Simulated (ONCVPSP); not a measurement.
# Configuration tests for rubidium (Rb) (ONCV)

ONCVPSP 4.0.1 input, shortened (lines: element, Z, core and valence counts, functional; n l f; lmax; l rc ep ncon nbas qcut; lloc lpopt rc5 dvloc0; l nproj debl; icmod fcfact rcfact), PBE, scalar-relativistic:

```
  Rb 37.00    6    3        4      upf
    1    0    2.00
    2    0    2.00
    2    1    6.00
    3    0    2.00
    3    1    6.00
    3    2   10.00
    4    0    2.00
    4    1    6.00
    5    0    1.00
    2
    0    2.90    0.00    4    8    5.10
    1    2.25    0.00    4    7    4.80
    2    3.05    0.02    3    6    2.90
    4    5    2.00    4.00
    0    2    2.60
    1    3    2.70
    2    2    1.80
    3    6.00    1.40
```

Energies are relative to the spin-unpolarised reference configuration 4s2 4p6 5s1; without spin polarisation the order of configurations can differ from experiment.

| valence configuration | charge | ΔE all-electron (eV) | error AE − PS (meV) |
| --- | --- | --- | --- |
| 4s2 4p6 5s0 | +1 | 4.154 | -0.4 |
| 4s2 4p6 5s0.5 | +0.5 | 1.578 | -0.1 |
| 4s1 4p6 5s1 | +1 | 37.735 | -270 |

Question: What are ΔE and the potential's error for 4s2 4p6 5s0 5p1?

Answer: ΔE = 1.520 eV all-electron; the error (AE − PS) is -0.2 meV.

Levels in the configuration 4s1 4p6 5s1:

```csv
level,all-electron (eV),pseudo (eV)
4s,-43.877,-44.453
4p,-27.219,-27.366
5s,-8.137,-8.163
```
